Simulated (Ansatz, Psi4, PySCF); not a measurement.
H₃F₂GaGe, singlet, at a GFN2-xTB geometry (such geometries of metal compounds can be far from the true shape), atoms displaced at random by about 0.08 Å a coordinate. Base run: R2SCAN/STO-3G, gradient (PySCF).

PySCF was given this input:
```python
from pyscf import gto, scf, dft

mol = gto.M(
    atom='''
Ga    0.34576608   -0.54119296    0.61736664
F     2.06256559   -0.95595878    0.59152941
F    -0.28887415   -1.00835759    2.02274507
Ge   -0.67047981    1.04747589   -0.99954488
H    -1.61519454    2.00555353   -0.55106445
H     0.25921660    1.64968486   -2.08332082
H    -1.43537856   -0.07740717   -1.90354397
''',
    basis='sto-3g',
    verbose=4,
)

mf = dft.RKS(mol)
mf.xc = 'r2scan'
mf.kernel()
g = mf.nuc_grad_method()
grad = g.kernel()
```

Programs used: Ansatz (a quantum-chemistry and plane-wave program), Psi4, PySCF; a row that names a program was run with it.

The coordinate followed is x of atom 6.

Each row names what was changed in the base input (with any setting that the change needs).

```json
[
 {"change": "base", "dE/dx (Eh/bohr)": "0.025872", "net force (Eh/bohr)": "0.010043"},
 {"change": "finite difference step (bohr) = 1e-3; conv_tol = 1e-11", "dE/dx (Eh/bohr)": "0.025862", "net force (Eh/bohr)": "-"},
 {"change": "grids.level = 5; grid_response = off", "dE/dx (Eh/bohr)": "0.025877", "net force (Eh/bohr)": "0.003027"},
 {"change": "finite difference step (bohr) = 0.2; conv_tol = 1e-11", "dE/dx (Eh/bohr)": "0.025748", "net force (Eh/bohr)": "-"},
 {"change": "density fitting = on", "dE/dx (Eh/bohr)": "0.025860", "net force (Eh/bohr)": "0.010043"},
 {"change": "code = ansatz", "dE/dx (Eh/bohr)": "0.025870", "net force (Eh/bohr)": "0.000000"},
 {"change": "grids.level = 0; grid_response = on", "dE/dx (Eh/bohr)": "0.027520", "net force (Eh/bohr)": "0.000000"},
 {"change": "finite difference step (bohr) = 0.01; conv_tol = 1e-11", "dE/dx (Eh/bohr)": "0.025861", "net force (Eh/bohr)": "-"},
 {"change": "code = psi4", "dE/dx (Eh/bohr)": "0.025859", "net force (Eh/bohr)": "0.004383"},
 {"change": "conv_tol = 1e-4", "dE/dx (Eh/bohr)": "0.025962", "net force (Eh/bohr)": "0.010041"},
 {"change": "conv_tol = 1e-11", "dE/dx (Eh/bohr)": "0.025872", "net force (Eh/bohr)": "0.010043"},
 {"change": "finite difference step (bohr) = 1e-4; conv_tol = 1e-11", "dE/dx (Eh/bohr)": "0.025862", "net force (Eh/bohr)": "-"}
]
```

The net force is zero for an exact gradient.
